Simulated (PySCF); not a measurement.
GeH5Si, charge +1, multiplicity 1. Atoms are numbered in the order given.

```xyz
7

Si    -1.6193    -0.0009     0.0000
Ge     0.7881    -0.0052     0.0000
H     -2.0039    -0.6750     1.2554
H     -2.0039    -0.6750    -1.2554
H     -1.8394     1.4669     0.0000
H      1.6499     0.0312     1.2684
H      1.6499     0.0312    -1.2684
```
Charge +1, spin multiplicity 1.

Coordinates come from a PBE0-D3(BJ)/def2-TZVP optimisation. The spin state was assumed, not searched. The isomer is the one that the SMILES or the coordinates give; other isomers of the formula were not compared.

Method: M06-2X/def2-TZVPD (PySCF).

Symmetry labels are those of the subgroup Cs that the program uses (full group Cs).

Computed valence orbital energies around the gap with their symmetry:
```json
[
 {"orbital": "HOMO−7", "symmetry": "A\"", "energy (eV)": "-45.01"},
 {"orbital": "HOMO−6", "symmetry": "A'", "energy (eV)": "-44.96"},
 {"orbital": "HOMO−5", "symmetry": "A'", "energy (eV)": "-23.36"},
 {"orbital": "HOMO−4", "symmetry": "A'", "energy (eV)": "-21.33"},
 {"orbital": "HOMO−3", "symmetry": "A\"", "energy (eV)": "-17.33"},
 {"orbital": "HOMO−2", "symmetry": "A'", "energy (eV)": "-16.65"},
 {"orbital": "HOMO−1", "symmetry": "A\"", "energy (eV)": "-16.43"},
 {"orbital": "HOMO", "symmetry": "A'", "energy (eV)": "-15.38"},
 {"orbital": "LUMO", "symmetry": "A'", "energy (eV)": "-8.35"},
 {"orbital": "LUMO+1", "symmetry": "A'", "energy (eV)": "-4.80"},
 {"orbital": "LUMO+2", "symmetry": "A\"", "energy (eV)": "-4.32"},
 {"orbital": "LUMO+3", "symmetry": "A'", "energy (eV)": "-3.86"}
]
```
